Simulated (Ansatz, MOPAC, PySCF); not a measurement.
Donor–acceptor adduct: AlH3 (SMILES [AlH3]) (first 4 atoms) with CHN (SMILES C#N); geometry from B3LYP-D3(BJ)/def2-TZVP, rigid monomers moved along the line of their centres of mass till Al1···N6 is 3.71 Å.
(charge 0, multiplicity 1):
```xyz
7

Al    -0.162     0.364     0.263
H      1.254     0.824    -0.300
H     -1.237     1.489     0.595
H     -0.691    -1.082    -0.136
C      1.207    -0.632     4.812
N      0.885    -0.400     3.743
H      1.508    -0.850     5.813
```

Interaction energies are E(AB) − E(A) − E(B) at the monomers' geometry in the complex; basis-set methods are counterpoise corrected.

Cores are frozen in the correlated methods. CBS: X⁻³ extrapolation of the correlation energy, Hartree–Fock from the larger set. The state that AM1, PM3 reach isn't checked.

Run with Ansatz (a quantum-chemistry and plane-wave program) with Gaussian orbitals; MOPAC for AM1, PM3 (differences of heats of formation); PySCF for the dispersion terms. Values without a source in brackets are computed.

```
level                                          interaction energy (meV)
---------------------------------------------  ------------------------
AM1                                                               -64.9
PM3                                                                -8.7
HF/aug-cc-pV(T+d)Z                                               -174.9
B3LYP/def2-TZVPPD                                                -155.8
B3LYP-D3(BJ)/def2-TZVPPD                                         -183.6
PBE0/def2-TZVPPD                                                      ?
PBE0-D4/def2-TZVPPD                                              -183.8
MP2/aug-cc-pV(D+d)Z                                                   ?
CCSD(T)/CBS(aug-cc-pV(D+d)Z, aug-cc-pV(T+d)Z)                    -185.2
```

Fill in the missing entries.


- PBE0/def2-TZVPPD, interaction energy (meV): -167.9
- MP2/aug-cc-pV(D+d)Z, interaction energy (meV): -192.1
